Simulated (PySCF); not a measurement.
Geometry:
```json
{"atom": "C1", "x (Å)": "0.598", "y (Å)": "-2.536", "z (Å)": "0.307"}
{"atom": "C2", "x (Å)": "0.642", "y (Å)": "-1.289", "z (Å)": "-0.197"}
{"atom": "C3", "x (Å)": "1.670", "y (Å)": "-0.374", "z (Å)": "0.195"}
{"atom": "C4", "x (Å)": "2.521", "y (Å)": "0.441", "z (Å)": "0.494"}
{"atom": "C5", "x (Å)": "3.547", "y (Å)": "1.401", "z (Å)": "0.862"}
{"atom": "C6", "x (Å)": "-0.394", "y (Å)": "-0.768", "z (Å)": "-1.163"}
{"atom": "B7", "x (Å)": "-1.371", "y (Å)": "0.259", "z (Å)": "-0.471"}
{"atom": "O8", "x (Å)": "-2.695", "y (Å)": "0.105", "z (Å)": "-0.647"}
{"atom": "C9", "x (Å)": "-3.650", "y (Å)": "0.967", "z (Å)": "-0.082"}
{"atom": "H10", "x (Å)": "1.345", "y (Å)": "-2.882", "z (Å)": "1.025"}
{"atom": "H11", "x (Å)": "-0.188", "y (Å)": "-3.234", "z (Å)": "0.006"}
{"atom": "H12", "x (Å)": "4.332", "y (Å)": "1.459", "z (Å)": "0.092"}
{"atom": "H13", "x (Å)": "4.029", "y (Å)": "1.125", "z (Å)": "1.813"}
{"atom": "H14", "x (Å)": "3.122", "y (Å)": "2.411", "z (Å)": "0.981"}
{"atom": "H15", "x (Å)": "0.117", "y (Å)": "-0.231", "z (Å)": "-1.984"}
{"atom": "H16", "x (Å)": "-0.964", "y (Å)": "-1.597", "z (Å)": "-1.608"}
{"atom": "H17", "x (Å)": "-0.962", "y (Å)": "1.180", "z (Å)": "0.209"}
{"atom": "H18", "x (Å)": "-3.176", "y (Å)": "1.769", "z (Å)": "0.508"}
{"atom": "H19", "x (Å)": "-4.254", "y (Å)": "1.419", "z (Å)": "-0.884"}
{"atom": "H20", "x (Å)": "-4.322", "y (Å)": "0.390", "z (Å)": "0.571"}
```

Gas phase, no relativistic terms, fast rotation and ring inversion assumed for equivalent nuclei, single conformer. PBE0-D3(BJ)/def2-SVP structure; GIAO PBE0/pcSseg-1 shieldings; PySCF 2.14.

Shifts are taken against calculated references (same method and geometry level): TMS for 13C (σ = 184.41 ppm), 1H (σ = 31.27 ppm); 11B (σ = 100.73 ppm) vs BF3·OEt2; 17O (σ = 334.56 ppm) against H2O.

```
      atoms  nucleus  count  Hirshfeld charge  δ (ppm)
H18/H19/H20       1H      3              0.05     3.97
         C9      13C      1             -0.02     62.6
        H17       1H      1             -0.07     5.20
         C4      13C      1             -0.05     94.2
         C1      13C      1             -0.11        ?
         B7      11B      1              0.19     47.7
    H15/H16       1H      2              0.04     1.81
         C5      13C      1             -0.10        ?
H12/H13/H14       1H      3              0.06     2.03
         C3      13C      1             -0.06        ?
         C6      13C      1             -0.14     36.8
         C2      13C      1              0.02        ?
        H10       1H      1              0.04     5.43
        H11       1H      1              0.05     5.32
         O8      17O      1             -0.15        ?
```

Question: Fill in the missing shifts.

Answer: 
- C2: 136.6 ppm, fully substituted alkene carbon; as expected for a trigonal carbon in a double bond
- C1: 128.1 ppm, terminal =CH2 carbon; an sp2 carbon of a C=C bond
- C3: 86.8 ppm, alkyne carbon; the triple bond shields along its axis, which puts it between sp3 and sp2 carbons
- C5: 5.5 ppm, propargylic methyl carbon; a saturated carbon with 1 carbon neighbour and no heteroatom attached
- O8: 184.9 ppm, oxygen bonded to C, B

Hydrogens on boron are broadened and split by 11B (spin 3/2, 80 %) and 10B (spin 3). A carbon bonded to boron is broadened by the quadrupolar boron nucleus and is often missing from a measured spectrum. Shifts are as computed. Against solution values, carbons near 30 ppm lie about +2 ppm off and those near 130 ppm about +5 ppm. Of 1211 compounds with measured shifts, 218 miss one by over three times the rms of a fit or turn the order of signals round; such compounds aren't used in these exercises. Experimental scales use liquid or dissolved standards, which lie at an offset from isolated H2O (liquid H2O: subtract about 36 ppm).
